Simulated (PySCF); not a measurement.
## As: ionisation energy

As [Ar] 3d10 4s2 4p3 (4S) → As⁺ [Ar] 3d10 4s2 4p2 (3P), as a difference of total energies. All numbers are calculated (PySCF 2.14, the non-relativistic Hamiltonian (point nucleus), in pcseg-2 (6s5p3d1f, 43 functions)). Correlated levels: valence: [Ar] 3d10 frozen. The calculations carry no spin-orbit coupling.

| method | ionisation energy (eV) |
| --- | --- |
| UHF | 9.453 |
| r2SCAN | 10.131 |
| MN15 | 9.993 |
| SCS-MP2 (valence) | 9.781 |
| CCSD (valence) | 9.891 |

Q: Estimate what CCSD(T) (valence) gives.

A: 9.922 eV, closest to CCSD (valence) among the rows shown.

Q: Estimate what MP2 (valence) gives.

A: 9.925 eV, closest to CCSD (valence) among the rows shown.

These non-relativistic numbers lack the scalar-relativistic shift.

Errors of the correlated levels include the incompleteness of this basis and the frozen core.

For comparison: 10.008 eV (measured; NIST levels, between the centres of gravity of the two terms).
